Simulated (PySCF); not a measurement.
Species: C₇H₃FN (doublet state).
Atom-mapped SMILES: `[N:1]#[C:2][C:3]1=[CH:4][C@H:5]2[CH:6]=[C:7]([F:8])[C:9]12` (hydrogens: H10 on C4; H11 on C5; H12 on C6)

The calculation used PySCF 2.14.0, UKS B3LYP, pcH-1 on C F H N, non-relativistic, mean-field spin-orbit, GIAO. Isolated species at its GFN2-xTB geometry, gas phase. The geometry wasn't refined by DFT: couplings that depend on bond lengths, twists or pyramidal angles can differ widely from those at the functional's own minimum. No stability test was run, so a lower SCF solution isn't excluded. ⟨S²⟩ is 0.777 where a pure state has 0.75.

Computed for the main isotopes (class means, splittings of 0.05 mT or more): g = 2.0024; F8 19F -19.3 MHz (0.69 mT); H11 1H +13.2 MHz (0.47 mT); H10 1H -2.7 MHz (0.10 mT); 8 first-order lines, 1.26 mT wide.

Problem. What changes when 1H at H11 is replaced by 2H?

Solution. The spin density stays the same (vibrational effects aside), so a scales with the nuclear g factor: 0.85744/5.58569 = 0.1535, so a goes from +13.2 to +2.0 MHz (0.072 mT). The spin goes from 1/2 to 1, so the 1:1 doublet becomes a 1:1:1 triplet. The spectrum then has 12 first-order lines over 0.93 mT.

| offset from centre (mT) | relative intensity |
| --- | --- |
| -0.47 | 1 |
| -0.39 | 1 |
| -0.37 | 1 |
| -0.32 | 1 |
| -0.30 | 1 |
| -0.22 | 1 |
| +0.22 | 1 |
| +0.30 | 1 |
| +0.32 | 1 |
| +0.37 | 1 |
| +0.39 | 1 |
| +0.47 | 1 |

Problem. Where do the 13C satellites of C9 appear, and how strong are they?

Solution. a = +271.4 MHz, or 9.68 mT in magnitude, and I = 1/2, so to first order each main line has two satellites, at ±4.84 mT. The isotope's abundance is about 1.07 %, shared among 2 lines, so each has 0.54 % of the main line's intensity. At 340 mT second-order shifts move them to lower field by up to 0.07 mT.

Problem. Where do the 13C satellites of C7 appear, and how strong are they?

Solution. a = -36.3 MHz, or 1.30 mT in magnitude, and I = 1/2, so to first order each main line has two satellites, at ±0.65 mT. The isotope's abundance is about 1.07 %, shared among 2 lines, so each has 0.54 % of the main line's intensity.

Hardware: an Arm Neoverse V2 with one thread, shared host with 96 logical CPUs at a one-minute load of 50. Cost: 56 s (grids of density and orbitals included), 1.0 GiB resident at most.
